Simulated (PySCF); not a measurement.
CI₂, SMILES I[C]I (connectivity only; charge and spin as stated), neutral, multiplicity 1.

Geometry optimised at B3LYP-D3(BJ)/def2-TZVP. The def2 effective core potentials stand for the cores of I; spin–orbit coupling is left out.

The numbers are results of B3LYP-D3(BJ)/def2-TZVP (PySCF), not measurements.

Frequencies are harmonic and unscaled.

Computed harmonic wavenumbers and intensities:
```csv
mode,ν (cm⁻¹),IR (km/mol),moving atoms (share of kinetic energy)
1,132,0.6,I 96 %
2,496,2.8,"C 92 %, I 8 %"
3,579,278.8,C 94 %
```
